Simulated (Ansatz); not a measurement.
Computed with Ansatz on PBE0-D4/def2-TZVP structures; ΔE is electronic, products minus reactants. CCSD(T)/CBS adds triple-zeta CCSD(T) − MP2 to the extrapolated MP2 energy (def2 sets, frozen cores). Functionals use def2-TZVPP. B3LYP here is the variant with VWN-RPA as its local correlation; programs differ in this. def2 core potentials past Kr. For Ge, Sn outer-core shells are correlated without core-valence functions, which leaves a few kJ/mol of doubt a bond. Scalar relativity is left out up to krypton. Each species was taken in one conformer, which may not be the lowest.

Consider the cleavage of the Si–Sn bond: `N[SiH2][SnH3]` + `[NH2][GeH2][NH2]` → `N[SiH2][NH][GeH2][NH2]` + `[SnH4]`.

```csv
level,ΔE (kcal/mol),difference from CCSD(T)/CBS
PBE0-D4,-11.3,1.6
ωB97X-V,-13.8,-0.9
ωB97M-V,-14.4,-1.5
PBE,-9.5,3.4
B3LYP,-12.4,0.5
HF/def2-QZVPP,-16.5,-3.6
SCS-MP2/def2-QZVPP,-14.6,-1.7
HF/CBS(def2),-16.5,-3.6
MP2/CBS(def2),-13.2,-0.3
CCSD/CBS(def2),-13.0,-0.1
CCSD(T)/CBS,-12.9,0
```

Largest T1 diagnostic among the species: 0.013.

In def2-TZVPP, CCSD(T) changes the Hartree–Fock value by +1.6 kcal/mol (the triples alone add +0.0 kcal/mol) and MP2 by +1.4 kcal/mol. The D4 term adds −0.9 kcal/mol with B3LYP and −0.6 kcal/mol with PBE0; it sums over pairs of atoms, weighted by their polarisabilities, and B3LYP, whose exchange is more repulsive, gets the larger term.
